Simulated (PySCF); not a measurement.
# Working out the ionisation energy of P+

P+ [Ne] 3s2 3p2 (3P) → P(2+) [Ne] 3s2 3p1 (2P). Computed with PySCF 2.14 in x2c-TZVPall (5s5p2d1f, 37 functions), with scalar relativity by spin-free X2C-1e. Frozen: [Ne]. Energies in hartree (1 hartree = 27.21139 eV):

```json
{"part": "UHF", "P+ (lower)": "-341.162278", "P(2+) (upper)": "-340.458491"}
{"part": "CCSD correlation", "P+ (lower)": "-0.081045", "P(2+) (upper)": "-0.063651"}
{"part": "(T)", "P+ (lower)": "-0.002228", "P(2+) (upper)": "-0.000987"}
```

Q: What does Hartree-Fock give?

A: (-340.458491) − (-341.162278) = 0.703787 hartree = 19.151 eV.

Q: What do CCSD and CCSD(T) give?

A: The CCSD correlation energies differ by 0.017394 hartree = 0.473 eV and the triples by 0.001241 hartree = 0.034 eV, so CCSD gives 19.624 eV and CCSD(T) 19.658 eV.

Reference: 19.769 eV (semi-empirical (NIST evaluation); NIST Atomic Spectra Database, ionization energies), between the lowest levels; spin-orbit coupling is absent from the calculation.

What remains against the reference includes basis incompleteness, the frozen core and higher excitations.
